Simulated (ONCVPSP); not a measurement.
# Configuration tests for sulfur (S) (ONCV)

sulfur, optimised norm-conserving Vanderbilt (ONCV), made with ONCVPSP 4.0.1 (LDA (Perdew-Wang 92), scalar-relativistic). Core [Ne], reference 3s2 3p3 (charge +1). Waves: 3s: rc 1.25 bohr, ncon 3, nbas 7, qcut 5.8 1/bohr, local; 3p: rc 1.70 bohr, ncon 4, nbas 7, qcut 4.4 1/bohr, 1 projector. Local part: the s channel. Core correction: none.

Energies are relative to the spin-unpolarised reference configuration 3s2 3p3; without spin polarisation the order of configurations can differ from experiment.

```
valence configuration  charge  ΔE all-electron (eV)  error AE − PS (meV)
              3s2 3p4       0               -11.858                 +5.6
              3s2 3p2      +2                22.370                  +12
              3s2 3p1      +3                56.524                  +76
```

Problem. What are ΔE and the potential's error for 3s0 3p6?

Solution. ΔE = 8.752 eV all-electron; the error (AE − PS) is +11 meV.

Levels in the configuration 3s2 3p1:

| level | all-electron (eV) | pseudo (eV) |
| --- | --- | --- |
| 3s | -52.283 | -52.147 |
| 3p | -40.414 | -40.303 |
